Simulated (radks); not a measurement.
Problem. All-electron calculation, non-relativistic Kohn-Sham, LDA (Slater exchange, VWN5 correlation), spin-polarised, spherical densities, point nucleus. Program: a radial shooting solver on a logarithmic mesh with Libxc functionals. Response by self-consistent Sternheimer equations with the Hartree and adiabatic LDA kernel. Rank Sc3+, Fe8+, V5+, Ar, Ti4+, Ca2+, K+, Mn7+, Cr6+ (NIST ground configurations) by static dipole polarisability, largest first.

Solution. Ar 12.00, K+ 5.742, Ca2+ 3.350, Sc3+ 2.170, Ti4+ 1.503, V5+ 1.090, Cr6+ 0.8196, Mn7+ 0.6333, Fe8+ 0.5003 bohr^3.
